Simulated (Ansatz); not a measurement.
The pair A = CH3F (SMILES CF) (first 5 atoms), B = CH3Cl (SMILES CCl); geometry from B3LYP-D3(BJ)/def2-TZVP.
(charge 0, multiplicity 1):
```
atom    x (Å)    y (Å)    z (Å)
----  -------  -------  -------
C     -0.5756  -0.1275  -0.2677
F      0.3347  -1.1337   0.0647
H     -1.4461  -0.5905  -0.7330
H     -0.8613   0.3941   0.6447
H     -0.0928   0.5570  -0.9655
C      0.7046  -0.9193   3.4070
Cl    -0.4496   0.4579   3.5196
H      0.7794  -1.2107   2.3648
H      1.6642  -0.5835   3.7880
H      0.3156  -1.7321   4.0125
```

Frozen-core correlation. MP2 and its Hartree–Fock in aug-cc-pV(T+d)Z are density fitted.

Codes used: Ansatz (Gaussian orbitals). 

The counterpoise-corrected interaction energy is E(AB) − E(A in the pair's basis) − E(B in the pair's basis). Total energies (hartree):

```json
[
 {"level": "HF/aug-cc-pV(D+d)Z", "AB": "-638.1832372", "A in the pair's basis": "-139.0575270", "B in the pair's basis": "-499.1242861"},
 {"level": "MP2/aug-cc-pV(D+d)Z", "AB": "-638.8524282", "A in the pair's basis": "-139.4176504", "B in the pair's basis": "-499.4313221"},
 {"level": "HF/aug-cc-pV(T+d)Z", "AB": "-638.2479368", "A in the pair's basis": "-139.0969650", "B in the pair's basis": "-499.1496722"},
 {"level": "MP2/aug-cc-pV(T+d)Z", "AB": "-639.0765053", "A in the pair's basis": "-139.5417486", "B in the pair's basis": "-499.5308822"},
 {"level": "CCSD(T)/aug-cc-pV(D+d)Z", "AB": "-638.9236268", "A in the pair's basis": "-139.4474686", "B in the pair's basis": "-499.4727191"}
]
```

### Question
Work out the counterpoise-corrected interaction energy at the basis-set limit: extrapolate the MP2 correlation part as X⁻³, take Hartree–Fock from the larger set, and add the CCSD(T) − MP2 difference of aug-cc-pV(D+d)Z.

### Answer

1. Differences (1 hartree = 627.509 kcal/mol): HF/aug-cc-pV(D+d)Z -0.894; MP2/aug-cc-pV(D+d)Z -2.168; HF/aug-cc-pV(T+d)Z -0.815; MP2/aug-cc-pV(T+d)Z -2.431; CCSD(T)/aug-cc-pV(D+d)Z -2.158.
2. Correlation parts, MP2 less HF: -1.275 in aug-cc-pV(D+d)Z (X = 2), -1.616 in aug-cc-pV(T+d)Z (X = 3).
3. Limit (3³·(-1.616) − 2³·(-1.275))/(3³ − 2³) = -1.759; with HF/aug-cc-pV(T+d)Z it gives -2.575.
4. CCSD(T) less MP2 in aug-cc-pV(D+d)Z: 0.010.
Result: -2.56 kcal/mol, against -2.17 at MP2/aug-cc-pV(D+d)Z. It is an estimate of this method's limit, not of the exact value.

Ansatz is a quantum-chemistry and plane-wave program.
